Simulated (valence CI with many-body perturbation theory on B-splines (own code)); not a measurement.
**Hg41+: magnetic and hyperfine properties of the levels**

Computed by relativistic CI+MBPT: three valence electrons over a frozen Dirac-Fock core [Kr], radial functions for each j: 9 s, 9 p, 10 d, 8 f, 5 g, 3 h, 1 i, with the one-electron correlation potential Σ1 (screened to all orders), the two-electron term Σ2, the three-electron term Σ3, Breit, model QED; selected single and double excitations, second order for the rest (own B-spline code, finite nucleus).

The last digits are not significant, and no measured levels were compared; by estimate large intervals hold to a few tenths of a per cent, small ones and those within an open d or f shell to about a per cent. Only levels of the ground parity were solved; by the run's estimate the other parity begins above the list, which can be wrong where configurations are misplaced.

A/g_I is the dipole constant over the nuclear g factor μ/I (μ in nuclear magnetons, uniformly magnetised nucleus), B/Q the quadrupole constant per barn. Both hold the static response of the core; the bare values leave it out. Large factors of s and p1/2 electrons are usually good to 5 to 10 %; those of open d and f shells near neutrality can be off by tens of per cent, and small factors of p3/2, d and f electrons come from cancelling terms and can be off by a factor of two or in sign, in half-filled shells by more. B is blank for J = 1/2, where it vanishes, and for nearly pure S terms. Energies count from the lowest level.

Levels are named by their leading jj configuration (3d3/2^4 stands for four electrons in 3d with j = 3/2), which in mixed levels can hold well under half, so a name can repeat and another be missing. Letters in brackets count levels of one name in rising energy.

```tsv
Level	E (eV)	g	A/g_I (MHz)	A/g_I bare	B/Q (MHz/b)	B/Q bare
(4d3/2^3) J=3/2	0.000	0.716	38100	36900	-24100	-23400
(4d3/2^2 4d5/2) J=5/2 [a]	24.347	1.056	21200	21100	-12800	-12500
(4d3/2^2 4d5/2) J=3/2	26.903	1.183	16700	16900	-4820	-4650
(4d3/2^2 4d5/2) J=7/2	28.832	1.045	23200	23000	9650	9280
(4d3/2^2 4d5/2) J=9/2	29.015	1.040	24000	23700	27500	26500
(4d3/2^2 4d5/2) J=1/2	29.224	1.828	-18600	-16200		
(4d3/2^2 4d5/2) J=5/2 [b]	38.792	1.254	13400	13900	41000	39500
(4d3/2 4d5/2^2) J=7/2 [a]	52.653	1.120	17000	17000	-2830	-2760
(4d3/2 4d5/2^2) J=9/2	54.758	1.136	17800	17900	7470	7120
(4d3/2 4d5/2^2) J=3/2 [a]	56.602	1.118	20100	20100	-24100	-23300
(4d3/2 4d5/2^2) J=1/2	57.890	1.499	-8180	-6880		
(4d3/2 4d5/2^2) J=5/2 [a]	58.445	1.290	5590	6200	30000	29000
(4d3/2 4d5/2^2) J=11/2	58.948	1.086	20300	20300	51300	49500
(4d3/2 4d5/2^2) J=5/2 [b]	62.152	1.095	21600	21600	-10800	-10400
(4d3/2 4d5/2^2) J=7/2 [b]	62.565	1.091	21000	20900	10300	10100
(4d3/2 4d5/2^2) J=3/2 [b]	70.802	0.893	33800	33100	32300	31200
(4d5/2^3) J=9/2	82.908	1.162	14400	14600	3910	3780
(4d5/2^3) J=3/2	88.560	1.130	15500	15600	2590	2480
(4d5/2^3) J=5/2	93.031	1.167	14500	14700	3700	3580
```

Task: Take the isotope of mass number 199, with I = 1/2, μ = 0.5039 μN. What is the hyperfine structure of (4d3/2^2 4d5/2) J=7/2?

Result: From the table A = 23300 MHz. Shifts from the centre of gravity in MHz: F = 3: -52400, F = 4: 40800.
